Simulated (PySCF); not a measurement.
B+: excitation energy

B+ [He] 2s2 (1S) → B+ [He] 2s1 3d1 (3D), as a difference of total energies. All numbers are calculated (PySCF 2.14, the non-relativistic Hamiltonian (point nucleus), in aug-cc-pwCVDZ). Correlated levels: valence: 1s2 frozen; valence and next inner shell: nothing frozen. The calculations carry no spin-orbit coupling.

```
                                method  excitation energy (eV)
                                   UHF                  17.646
                                   LDA                  17.841
                                   PBE                  17.730
                                  PBE0                  17.908
                                r2SCAN                  17.731
                                M06-2X                  18.394
                                 HSE06                  17.889
                         MP2 (valence)                  18.527
                     SCS-MP2 (valence)                  18.742
    MP2 (valence and next inner shell)                  18.557
SCS-MP2 (valence and next inner shell)                  18.763
```

Q: Estimate what BHandHLYP gives.

A: 18.296 eV, closest to M06-2X among the rows shown.

Q: Estimate what PBEsol gives.

A: 17.641 eV, closest to UHF among the rows shown.

The promoted electron is Rydberg-like, and one or two diffuse shells describe it only roughly, which tends to raise the upper state.
